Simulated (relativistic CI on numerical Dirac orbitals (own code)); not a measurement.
**One change at a time: Nd52+**

Base calculation: Dirac-Coulomb-Breit CI, separate exchange-only KLI orbitals for each configuration, model QED (radiative potential, 1s self-energy scaled to tabulated hydrogen-like ionisation energies), unscaled Slater integrals.

Configuration list (outside the closed core 1s2): 2s2 2p4, 2s 2p5, 2p6, 2p5 3s, 2p5 3p, 2p5 3d, 2s2 2p3 3s, 2s2 2p3 3p, 2s2 2p3 3d, 2s 2p4 3s, 2s 2p4 3p, 2s 2p4 3d, 2s2 2p3 4s, 2s2 2p3 4p, 2s2 2p3 4d, 2s2 2p3 4f, 2s 2p4 4s, 2s 2p4 4p, 2s2 2p2 3s2, 2s 2p4 4d, 2s 2p4 4f, 2s2 2p2 3s 3p, 2s2 2p3 5s, 2s2 2p3 5p, 2s2 2p2 3s 3d, 2s2 2p3 5d, 2s2 2p2 3p2, 2s2 2p3 5f, 2s2 2p3 5g, 2s2 2p2 3p 3d, 2s 2p3 3s2, 2s2 2p2 3d2, 2s 2p3 3s 3p, 2s 2p3 3s 3d, 2s 2p3 3p2, 2s 2p4 5s. Levels of other configurations are missing.

The lowest level and the first level of each name with at least 55 % of one term (blank where a level has no safe partner in the second run):

```tsv
Level	Base (eV)	Shift (eV)
2s2 2p4 3P_2	0.00	0.00
2s2 2p4 1S_0	44.60	-0.34
2s2 2p4 3P_1	537.61	-0.08
2s2 2p4 1D_2	555.43	-0.08
2s 2p5 3P°_2	838.80	-0.17
2s 2p5 1P°_1	901.64	+0.16
2s2 2p4 3P_0	1109.49	-0.31
2s 2p5 3P°_0	1385.46	-0.22
2s 2p5 3P°_1	1419.52	+0.01
2p6 1S_0	1774.58	+1.04
2s2 2p3 3p 3P_0	5866.36	
2s2 2p3 3d 3P°_0	5929.25	
2s2 2p3 3s 3S°_1	6113.19	
2s2 2p3 3s 3D°_3	6126.83	
2s2 2p3 3s 1D°_2	6133.20	
2s2 2p3 3s 3P°_0	6163.95	
2s2 2p3 3s 3P°_1	6167.06	
2s2 2p3 3p 3D_1	6250.71	
2s2 2p3 3p 3F_4	6369.06
```

At this charge energies of transitions that change n are usually good to better than 1 %, and those within a shell (Δn = 0) to a few per cent.

Question: One thing was changed in a second run, which moved the levels as shown. Which?
A. configuration mixing switched off
B. only the first 3 configurations
C. QED terms removed
D. Breit term removed

Answer: B. Only the first 3 configurations. With fewer configurations the levels that remain lose their mixing partners.

LS names give the leading component of a level, which can be under half, so a name can repeat, a term be missing and a line seem to break the LS rules.
